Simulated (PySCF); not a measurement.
C4H9F, SMILES CC[C@H](C)F. Atoms are numbered in the order given.

```xyz
14

C      1.5454    -1.2097    -0.6108
C      0.6865     0.0443    -0.7748
C     -0.1839     0.3721     0.4370
C     -1.2784    -0.6410     0.7299
F     -0.7874     1.6174     0.2102
H      2.2050    -1.3579    -1.4885
H      0.9291    -2.1257    -0.5049
H      2.1972    -1.1413     0.2854
H      1.3319     0.9286    -0.9608
H      0.0226    -0.0490    -1.6619
H      0.4695     0.4888     1.3351
H     -0.8504    -1.6266     1.0004
H     -1.9059    -0.2948     1.5741
H     -1.9297    -0.7733    -0.1583
```
Charge 0, spin multiplicity 1.

Geometry: PBE-D3(BJ)/def2-SVP. Other conformers were not sampled.

Level of theory: PBE/def2-TZVP (PySCF).

Isolated molecule, no solvent.

Problem. Estimate the frontier levels, gap, dipole moment and polarisability. (An estimate is asked for; the answer gives what the named calculation found.)

Solution. 
```yaml
highest_occupied_level: -7.39 eV
lowest_empty_level: 0.34 eV
orbital_gap: 7.73 eV
dipole_moment: 0.375 e·Å
quadrupole, principal values (traceless, Buckingham form, about the centre of nuclear charge): -4.85, 2.12, 2.73 D·Å
mean_static_polarisability: 53.4 bohr³ (7.91 Å³)
polarisability_principal_values: 49.4, 52.5, 58.3 bohr³
```
